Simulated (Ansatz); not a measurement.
Reaction (hydrogenolysis of the Sn–Cl bond): `[SiH3][Sn]([Cl])([Cl])[Cl]` + H₂ → `[SiH3][SnH]([Cl])[Cl]` + HCl

Computed with Ansatz on PBE0-D4/def2-TZVP structures; ΔE is electronic, products minus reactants. CCSD(T)/CBS is the MP2 limit (def2-TZVPP, def2-QZVPP) plus CCSD(T) − MP2 in def2-TZVPP, frozen cores. This one scheme is used for every species. Functionals use def2-TZVPP. B3LYP here is the variant with VWN-RPA as its local correlation; programs differ in this. Elements past krypton have def2 core potentials. For Sn outer-core shells are correlated without core-valence functions, which leaves a few kJ/mol of doubt a bond.

**Question.** Is it downhill or uphill in electronic energy at CCSD(T)/CBS, and by how much? (Estimate.)

**Answer.** Ansatz gave: Uphill: ΔE = +76.2 kJ/mol.

**Question.** What do these levels give: LDA (SPW92), BLYP-D4, B3LYP-D4, r2SCAN0-D4, B2PLYP, PBE0, LC-ωPBE, RPA@PBE/def2-TZVPP, MP2/def2-SVP, CCSD(T)/def2-SVP, HF/def2-TZVPP, MP2/CBS(def2)? (Best estimate.)

**Answer.** The calculation gave: LDA (SPW92) 63.8, BLYP-D4 82.4, B3LYP-D4 77.8, r2SCAN0-D4 74.8, B2PLYP 72.7, PBE0 67.1, LC-ωPBE 62.0, RPA@PBE/def2-TZVPP 63.6, MP2/def2-SVP 72.9, CCSD(T)/def2-SVP 64.1, HF/def2-TZVPP 62.5, MP2/CBS(def2) 87.2 kJ/mol.

Largest T1 diagnostic among the species: 0.012.

From PBE to PBE0 (25 % exact exchange), in def2-TZVPP and without D4, ΔE moves by −3.4 kJ/mol. The D4 term adds +9.2 kJ/mol with B3LYP and +5.2 kJ/mol with PBE0; it sums over pairs of atoms, weighted by their polarisabilities, and B3LYP, whose exchange is more repulsive, gets the larger term.
